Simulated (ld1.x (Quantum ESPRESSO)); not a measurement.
**Which change was made? (V, TM)**

vanadium (V), norm-conserving Troullier–Martins (Kleinman–Bylander form), made with ld1.x (Quantum ESPRESSO) 7.5 (PBE, scalar-relativistic). Core [Ne], reference 3s2 3p6 3d3 4s1.75 4p0.25. Waves: 3s (bound): rc 1.65 bohr; 3p (bound): rc 1.30 bohr; 3d (bound): rc 1.10 bohr. Local part: all-electron potential smoothed inside 1.10 bohr (lloc = -2). Core correction: none.

Occupied shells without a wave of their own: 4p, 4s. They enter only through the test configuration that unscreens the potential.

Cutoffs, loose and tight: the cutoffs (Ry, on a coarse ladder) from which the occupation-weighted sum of valence levels, in a spherical-Bessel basis at the reference potential, stays within 10 and 1 mRy of its value at 400 Ry. They do not see the model core or the augmentation charge, which bear on the density cutoff. Test errors are all-electron minus pseudo excitation energies from the reference, over the configurations 3s2 3p6 3d3 4s2 4p0; 3s2 3p6 3d3 4s1 4p0; 3s2 3p6 3d3 4s0 4p0; 3s2 3p6 3d1 4s0 4p0; 3s2 3p6 3d4 4s0 4p0; 3s2 3p6 3d3 4s1.5 4p0; 3s2 3p6 3d2 4s0 4p0; variants that change the core or the reference have their own tests.

The base gives: outcome: generated, misses its reference levels by 0.27 eV; cutoff, loose: 140 Ry; cutoff, tight: 160 Ry; bound ghosts: none; largest test error (meV): -1817.

(1) After one change the result is: outcome: generated; cutoff, loose: 120 Ry; cutoff, tight: 140 Ry; bound ghosts: none; largest test error (meV): -1005. Which change was it?
A. reference 3s2 3p6 3d3.5 4s1.5 4p0
B. all radii scaled by about 1.14 (s 1.88, p 1.48, d 1.24 bohr); local potential all-electron potential smoothed inside 1.24 bohr (lloc = -2)
C. wave 3s (bound): rc 1.65 bohr becomes 3s (bound): rc 2.26 bohr
D. core [Ar], valence charge 5; reference 3d3 4s2 4p0; waves now 4p (bound): rc 3.70 bohr; 3d (bound): rc 1.45 bohr; 4s (bound): rc 2.20 bohr; local potential the s channel; core correction a·sin(br)/r model core, default radius (core density twice the valence density)

Answers

(1) B. The others give: reference 3s2 3p6 3d3.5 4s1.5 4p0 → outcome: generated, misses its reference levels by 0.23 eV; cutoff, loose: 140 Ry; cutoff, tight: 160 Ry; bound ghosts: none; largest test error (meV): -1080 | core [Ar], valence charge 5; reference 3d3 4s2 4p0; waves now 4p (bound): rc 3.70 bohr; 3d (bound): rc 1.45 bohr; 4s (bound): rc 2.20 bohr; local potential the s channel; core correction a·sin(br)/r model core, default radius (core density twice the valence density) → outcome: failed: run_pseudo: Errors in PS-KS equation | wave 3s (bound): rc 1.65 bohr becomes 3s (bound): rc 2.26 bohr → outcome: generated, misses its reference levels by 0.55 eV; cutoff, loose: 140 Ry; cutoff, tight: 160 Ry; bound ghosts: none; largest test error (meV): -3634.
